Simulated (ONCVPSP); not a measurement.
**What one change does to a pseudopotential (vanadium (V), ONCV)**

V (Z = 23), optimised norm-conserving Vanderbilt (ONCV), made with ONCVPSP 4.0.1 (LDA (Perdew-Zunger), scalar-relativistic). Core [Ar], reference 3d4 4s1. Waves: 4s: rc 2.90 bohr, ncon 3, nbas 7, qcut 2 1/bohr, 2 projectors, debl 2.4 Ha; p scattering state at 0.33 Ha: rc 2.85 bohr, ncon 4, nbas 8, qcut 3.2 1/bohr, 2 projectors, debl 0.5 Ha; 3d: rc 1.85 bohr, ncon 3, nbas 8, qcut 7 1/bohr, 1 projector. Local part: polynomial inside 1.55 bohr (lpopt 5, dvloc0 2 Ha). Core correction: Teter function fitted to the true core (icmod 2), fcfact 0.25.

In the p channel the program set the typed energies aside and used 0.050, 0.550 Ha.

Change: all radii but the core radius scaled by about 0.77 (s 2.22, p 2.18, d 1.42 bohr); local potential polynomial inside 1.20 bohr (lpopt 5, dvloc0 2 Ha).

Cutoffs: the cutoffs (Ha) at which the residual kinetic energy of the hardest occupied pseudo-wave falls to 1 and 0.1 mHa per electron; they do not see the model core or the augmentation charge, which bear on the density cutoff. Errors are all-electron minus pseudo energies relative to the spin-unpolarised reference configuration.

**Question.** How do hardness, ghosts and transferability respond?

**Answer.** The potential gets harder (21 Ha and 24 Ha → 91 Ha and 176 Ha); a bound ghost appears in p, which as a rule spoils a file; the lowest positive-energy flag moves from s at 59.9 eV to s at 16.4 eV; of the 4 tests that both files solve, the error grows in 3 and shrinks in 1 by more than 15 % and 0.3 meV (median size 24.2 → 79.7 meV). A smaller radius makes the pseudo-wave follow the all-electron one further in, where it bends more sharply, so more plane waves are needed.

```tsv
quantity	base	changed
cutoff, loose	21 Ha	91 Ha
cutoff, tight	24 Ha	176 Ha
loose cutoff by channel	s 2.6 Ha, d 21 Ha	s 4.7 Ha, d 91 Ha
bound ghosts	none	p
GHOST(+) flags under 300 eV	s at 59.9 eV	s at 16.4 eV
error for 3d3 4s2, meV [ΔE -0.54 eV]	-14	-96
error for 3d3 4s1, meV [ΔE 7.40 eV]	-35	-80
error for 3d3 4s0, meV [ΔE 21.95 eV]	-116	-79
error for 3d3.5 4s1.5, meV [ΔE -0.51 eV]	-4.4	-21
rms error of d²Exc/dni dnj with the model core, mHa	7.14	7.45
```

 A true bound ghost makes a file unfit for plane-wave use even where its test errors are small: the radial tests pick states by their node count and pass the ghost by.
